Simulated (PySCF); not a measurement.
**Electron correlation in C (carbon, neutral)**

[He] 2s2 2p2, high-spin 3P determinant. All numbers are calculated (PySCF 2.14, no relativity, point nucleus, in def2-TZVP (5s3p2d1f, 31 functions)). Frozen: 1s2; 4 electrons correlated.

MP2 pair energies summed by pair of shells (mhartree):

```csv
pair,energy,share (%)
2s-2p,-40.41,61.1
2s-2s,-18.52,28.0
2p-2p,-7.19,10.9
```

Total MP2 correlation energy: -66.11 mhartree.

Same-spin part -12.42 and opposite-spin part -53.69 mhartree; SCS-MP2 scales them by 1/3 and 6/5 to -68.57 mhartree.

```
  level  correlation energy (mhartree)
   CCSD                         -86.52
    (T)                          -2.03
CCSD(T)                         -88.55
```

Diagnostics: T1 = 0.0089, D1 = 0.0172, largest double amplitude 0.105.

Is a single reference adequate?

Mostly. T1 lies below 0.03, but a double amplitude of this size points to a near-degeneracy that CCSD handles and MP2 describes poorly.
